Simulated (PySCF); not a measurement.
A PySCF script (with the pyscf-properties extension) for the NMR shieldings of SMILES BCO/C(C#C)=C/C#C, C7H7BO, on a GFN2-xTB geometry:

```python
import basis_set_exchange as bse
import numpy as np
from pyscf import gto, dft
from pyscf.prop import nmr

atoms = """
B    -3.332353   -0.554286   -0.085931
C    -1.895443    0.064148   -0.202195
O    -0.866463   -0.821096    0.216515
C     0.419371   -0.375273    0.153583
C     0.697338    0.932043   -0.318413
C     0.886618    2.047094   -0.724799
C     1.417132   -1.196548    0.546842
C     2.769133   -0.829820    0.519149
C     3.939212   -0.552806    0.511001
H    -3.483919   -1.638561    0.311223
H    -4.233345    0.111416   -0.410794
H    -1.840952    0.995346    0.385707
H    -1.708224    0.380505   -1.241759
H     1.091845    3.014669   -1.074486
H     1.175171   -2.188136    0.902006
H     4.957279   -0.302606    0.500939
"""
names = dict.fromkeys(["B", "C", "O", "H"], "pcSseg-1")
basis = {el: gto.basis.parse(bse.get_basis(n, elements=[el], fmt="nwchem")) for el, n in names.items()}
mol = gto.M(atom=atoms, basis=basis, charge=0, verbose=0)
mf = dft.RKS(mol, xc="PBE0")
mf.grids.level = 2
mf.grids.alignment = dft.numint.BLKSIZE   # the property module wants whole blocks of grid points
mf.conv_tol = 1e-9
mf.kernel()

calc = nmr.RKS(mf)   # GIAO
C = mf.mo_coeff
Co = C[:, mf.mo_occ > 0]
resp = mf.gen_response(singlet=True, hermi=2)
def vind(x):   # induced exchange potential for any number of trial vectors
    d = np.einsum("pi,xij,qj->xpq", C, 2 * x.reshape(-1, C.shape[1], Co.shape[1]), Co, optimize=True)
    return np.einsum("xpq,pi,qj->xij", resp(d - d.transpose(0, 2, 1)), C, Co, optimize=True).ravel()
mo1, _ = nmr.rhf.solve_mo1(calc, with_cphf=vind)
sigma = calc.kernel(mo1)
for i, s in enumerate(sigma):   # ppm
    print("%2d %-2s %9.2f" % (i, mol.atom_pure_symbol(i), np.trace(s) / 3))
```

Problem. What does it print?

Solution. 
```
 0 B      12.39
 1 C     108.17
 2 O     211.57
 3 C      27.33
 4 C     106.78
 5 C      86.26
 6 C      82.66
 7 C     102.32
 8 C      92.07
 9 H      23.62
10 H      23.95
11 H      26.83
12 H      26.82
13 H      28.28
14 H      25.97
15 H      28.65
```

These numbers come from an equivalent density-fitted implementation of the same equations, which agrees with the script to about 0.01 ppm for H and up to a few tenths of a ppm for heavy atoms, so last digits may differ.

Size and cost of the density-fitted run: 188 basis functions, 34 s wall time on 1 thread of an Arm Neoverse V1, shared host; peak memory 0.83 GiB.
